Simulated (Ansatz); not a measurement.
ClH$_{4}$N$_{2}$SV, SMILES `[NH2][V]([NH2])(=[S])[Cl]`, 9 atoms. Total charge 0; spin multiplicity 1. Correlated methods include outer-core shells of V, which these sets cover unevenly. Scalar relativity is left out up to krypton. All runs use 4 threads of an Arm Neoverse V2 on a shared host. Correlated methods freeze the cores.

Task: How many basis functions does each run have, and how long does it take in Ansatz? RHF-CCSD(T)/def2-TZVPP energy; RKS r2SCAN-D4/def2-TZVPP energy and forces; direct RPA on PBE orbitals/def2-TZVPP energy; RKS PBE0-D4/def2-TZVP relaxation (7 steps); RKS CAM-B3LYP-D4/def2-TZVPP energy; RKS PBE0-D4/def2-SVP energy; RKS PBE0-D4/def2-QZVPP energy; RKS PBE0-D4/def2-TZVP frequencies; RKS ωB97M-V/def2-SVP energy; RKS PBE-QIDH (frozen core)/def2-TZVPP energy; RHF-MP2/def2-QZVPP energy; RKS SPW92 (LDA)/def2-TZVPP energy. (An estimate is asked.)

Result: Ansatz gave: Other jobs shared the machine, so times are rough.

| level | job | functions | wall time | peak host memory (GiB) |
| --- | --- | --- | --- | --- |
| RKS PBE0-D4/def2-SVP | energy | 115 | 1.9 s | 0.27 |
| RKS SPW92 (LDA)/def2-TZVPP | energy | 266 | 2.2 s | 0.43 |
| RKS CAM-B3LYP-D4/def2-TZVPP | energy | 266 | 6 s | 1 |
| direct RPA on PBE orbitals/def2-TZVPP | energy | 266 | 7 s | 0.7 |
| RKS r2SCAN-D4/def2-TZVPP | energy and forces | 266 | 7.5 s | 0.47 |
| RKS ωB97M-V/def2-SVP | energy | 115 | 8 s | 0.43 |
| RKS PBE-QIDH (frozen core)/def2-TZVPP | energy | 266 | 10 s | 0.82 |
| RKS PBE0-D4/def2-QZVPP | energy | 467 | 12 s | 2.2 |
| RKS PBE0-D4/def2-TZVP | relaxation (7 steps) | 205 | 33 s | 0.69 |
| RHF-MP2/def2-QZVPP | energy | 467 | 98 s | 3.2 |
| RKS PBE0-D4/def2-TZVP | frequencies | 205 | 2.8 min | 0.69 |
| RHF-CCSD(T)/def2-TZVPP | energy | 266 | 6.4 min | 6.8 |
